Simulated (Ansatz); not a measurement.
Cartesian coordinates (Å):
SMILES: [SiH3]c1cc(Cl)cc2ccsc12
```xyz
18

Si    -2.7857     0.7275    -0.1330
C     -1.1130    -0.1177     0.0238
C     -1.0293    -1.4851     0.2816
C      0.2165    -2.1257     0.4005
Cl     0.2501    -3.8296     0.7217
C      1.4074    -1.4327     0.2681
C      1.3602    -0.0530     0.0080
C      2.4446     0.8716    -0.1680
C      2.0124     2.1391    -0.4063
S      0.2877     2.2817    -0.4307
C      0.0999     0.5819    -0.1099
H     -2.9204     1.8040     0.8947
H     -2.9239     1.3559    -1.4818
H     -3.8524    -0.2972     0.0618
H     -1.9346    -2.0850     0.3960
H      2.3614    -1.9534     0.3648
H      3.4972     0.5914    -0.1167
H      2.6219     3.0265    -0.5745
```
Charge 0, multiplicity 1.

Method: Ansatz (an electronic-structure program) with frozen-core CCSD(T)/cc-pVDZ // PBE0-D3(BJ)/def2-SVP. The restricted HF reference is unstable towards unrestricted orbitals.

```json
{
  "HF energy": "-1453.00106 Ha",
  "MP2 correlation energy": "-1.41090 Ha"
}
```

Estimate the CCSD correlation energy, the (T) correction, the total energy and the T1 diagnostic.


```json
{
 "CCSD correlation energy": "-1.47338 Ha",
 "(T) correction": "-0.06691 Ha",
 "CCSD(T) total energy": "-1454.54135 Ha",
 "T1 diagnostic": "0.012"
}
```
